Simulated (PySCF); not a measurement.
## State search for NaAs

Unrestricted PBE0; Na pcseg-1, As pcseg-1; no relativity (PySCF 2.14). Outer shells of the fragments: Na 3s1; As 3d10 4s2 4p3.

Followed along the bond (rough minima from three points):

```csv
2Ms+1,unpaired,⟨S²⟩ at the start,R at minimum (Å),Te (eV)
3,π ↑↑,2.03,2.76,0.00
1,π ↑↓,1.01,2.74,0.36
1,none,0.00,2.73,1.41
3,"σ ↑, π ↑",2.00,none in the scan,≤ 0.89
1,"σ ↓, π ↑",1.01,none in the scan,≤ 1.21
```

Solutions found at the starting distance of 2.750 Å, counted from the lowest of them; the search is not exhaustive and high or unbound solutions are not listed, so other states can lie among these:

```tsv
2Ms+1	unpaired	term	E (eV)	⟨S²⟩	⟨Lz²⟩	μ (D)
3	π ↑↑	³Σ⁻	0.00	2.03	0.00	-6.89
1	π ↑↓	mixed	0.36	1.01	2.01	-7.11
3	σ ↑, π ↑	³Π	0.91	2.00	1.01	-8.47
1	σ ↓, π ↑	mixed	1.21	1.01	1.01	-8.29
1	none	mixed	1.41	0.00	2.00	-7.05
5	σ ↑↑, π ↑↑	⁵Σ⁻	1.79	6.00	0.00	3.12
3	σ ↑↑, π ↑↓	mixed	2.54	3.01	2.01	3.19
1	σ ↓↓, π ↑↑	mixed	2.56	2.01	0.00	3.27
3	σ ↑, π ↑	³Π	3.22	2.00	1.00	3.53
1	σ ↓, π ↑	mixed	3.25	1.00	1.00	3.61
```

A term symbol is given only where ⟨S²⟩ and ⟨Lz²⟩ are close to those of a pure state; real π, δ and φ orbitals otherwise mix terms. A positive dipole means Na(−)As(+).

Spin–orbit coupling is left out. Counting both spins, an empty level lies below a filled one in some of these solutions, because spin and occupation are held.
